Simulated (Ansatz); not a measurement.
`[OH][Sn]([F])([F])[SiH3]` and `[OH][Sn]([F])([F])[F]` differ in one atom or group.

Ansatz, PBE0-D4/def2-TZVP geometries, multiplicity 1. Each molecule was computed in one conformer, which needn't be the lowest.

Elements past krypton have def2 core potentials.

| property | `[OH][Sn]([F])([F])[SiH3]` |
| --- | --- |
| LUMO energy (ωB97M-V/def2-TZVPP) / eV | 0.33 |
| HOMO–LUMO gap (PBE0/def2-TZVPP) / eV | 7.74 |
| HOMO energy (B3LYP/def2-TZVPP) / eV | -9.02 |
| LUMO energy (PBE/def2-TZVPP) / eV | -2.49 |
| HOMO–LUMO gap (ωB97M-V/def2-TZVPP) / eV | 11.73 |
| HOMO–LUMO gap (PBE/def2-TZVPP) / eV | 5.06 |

What does the change do to each property? (Best estimate.)

Computed: 
```csv
property,`[OH][Sn]([F])([F])[F]`,shift
LUMO energy (ωB97M-V/def2-TZVPP) / eV,-0.89,-1.22
HOMO–LUMO gap (PBE0/def2-TZVPP) / eV,7.46,-0.28
HOMO energy (B3LYP/def2-TZVPP) / eV,-10.19,-1.17
LUMO energy (PBE/def2-TZVPP) / eV,-4.02,-1.53
HOMO–LUMO gap (ωB97M-V/def2-TZVPP) / eV,12.09,0.36
HOMO–LUMO gap (PBE/def2-TZVPP) / eV,4.60,-0.46
```

With PBE0 the HOMO falls by 1.18 eV and the LUMO falls by 1.46 eV, so the gap narrows by about 0.28 eV. PBE moves the HOMO by -1.07 eV and ωB97M-V by -1.59 eV. The zero-point energy changes by -59.7 kJ/mol with -9 modes.

B3LYP here is the variant with VWN-RPA as its local correlation; programs differ in this.
